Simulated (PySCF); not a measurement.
Computed IR spectrum (relative IR intensity) of a molecule FH6NOSi2. The structure is a stationary point at PBE-D3(BJ)/def2-SVP. The values are those of a single conformer. These are PBE-D3(BJ)/def2-SVP in PySCF values and carry that method's errors. Frequencies are harmonic and unscaled.

Lines under 2 % of the strongest are left out, and lines within 2 cm⁻¹ are merged.

| ν (cm⁻¹) | relative intensity |
|---|---|
| 193 | 2.2 |
| 224 | 6.3 |
| 292 | 13 |
| 327 | 36 |
| 469 | 35 |
| 566 | 6.0 |
| 577 | 18 |
| 716 | 23 |
| 755 | 18 |
| 801 | 41 |
| 818 | 5.6 |
| 837 | 43 |
| 877 | 71 |
| 886 | 88 |
| 912 | 32 |
| 922 | 25 |
| 929 | 33 |
| 951 | 100 |
| 1155 | 93 |
| 2167 | 33 |
| 2199 | 44 |
| 2215 | 99 |
| 3489 | 14 |
| 3753 | 25 |

Problem. Which structure fits?
A. N[Si@@H](O)[SiH2]F
B. N[SiH2]O[SiH2]F
C. N[Si@@H](F)[SiH2]O
D. O[SiH2]N[SiH2]F

Solution. D, O[SiH2]N[SiH2]F
